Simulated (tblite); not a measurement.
Compound: C4H4ClSi2 (doublet state).
Atom-mapped SMILES: `[C:1]#[C:2][Si@H:3]([Cl:4])[C:5]#[C:6][SiH3:7]` (hydrogens: H8 on Si3; H9, H10, H11 on Si7)

The geometry is computed with GFN2-xTB (gas phase). This method treats the open shell by occupation alone, without spin polarisation.

**Question.** Give the optimised bond lengths and angles.

**Answer.** 
| bond | length (Å) |
| --- | --- |
| C1≡C2 | 1.199 |
| C2–Si3 | 1.871 |
| Si3–Cl4 | 2.024 |
| Si3–C5 | 1.847 |
| C5≡C6 | 1.211 |
| C6–Si7 | 1.854 |
| Si3–H8 | 1.461 |
| Si7–H9, Si7–H10, Si7–H11 | 1.464 |

Bonds in one row agree within 0.01 Å and their mean is given. A selection of angles:
| angle | degrees |
| --- | --- |
| C1–C2–Si3 | 177.4 |
| C2–Si3–Cl4 | 108.6 |
| C2–Si3–C5 | 105.6 |
| C2–Si3–H8 | 108.8 |
| Cl4–Si3–C5 | 110.0 |
| Cl4–Si3–H8 | 110.6 |
| C5–Si3–H8 | 113.1 |
| Si3–C5–C6 | 179.3 |
| C5–C6–Si7 | 179.5 |
| C6–Si7–H9 | 107.7 |
| H9–Si7–H10 | 111.5 |

The C–Si distances run from 1.847 Å (Si3–C5, drawn single) to 1.871 Å (C2–Si3, drawn single), a spread of 0.024 Å. Si3 (silicon bonded to 2 C, Cl and H) is distorted tetrahedral (angles from 105.6° to 113.1°). Si7 (silicon bonded to C and 3 H) is tetrahedral (angles from 107.3° to 111.5°).

Point group: C1 (no symmetry element, even within 0.4 Å). Its lowest GFN2-xTB frequency is 14 cm⁻¹, too small to tell a flat minimum from a shallow saddle.
